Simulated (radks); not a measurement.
Q: Coherent X-ray form factor from a spherical all-electron density. Method: scalar-relativistic Kohn-Sham, PBEsol, spin-polarised, spherical densities, finite nucleus; Fermi nuclear charge, rms radius of each element as measured or else 0.836 A^(1/3) + 0.57 fm; computed with a radial shooting solver on a logarithmic mesh with Libxc functionals.

| sin(theta)/lambda (1/angstrom) | f0 (electrons) |
|---|---|
| 0.05 | 50.751 |
| 0.1 | 50.021 |
| 0.15 | 48.854 |
| 0.2 | 47.317 |
| 0.25 | 45.491 |
| 0.3 | 43.465 |
| 0.4 | 39.136 |
| 0.5 | 34.866 |
| 0.6 | 30.977 |
| 0.8 | 24.786 |
| 1 | 20.586 |
| 1.25 | 17.269 |
| 1.5 | 15.019 |
| 2 | 11.333 |

The species is in the configuration that NIST lists as its ground one. Which atom or ion scatters so?

A: The europium ion Eu12+, [Kr] 4d10 4f3 5s2. Extrapolating in s^2 from the first two rows gives f0(0) = 51.0, near the electron count 51; among species with that count, the fall with angle is slower the higher Z, and the table is that of Z = 63; from so few rows the species is fixed only to a neighbour or two.
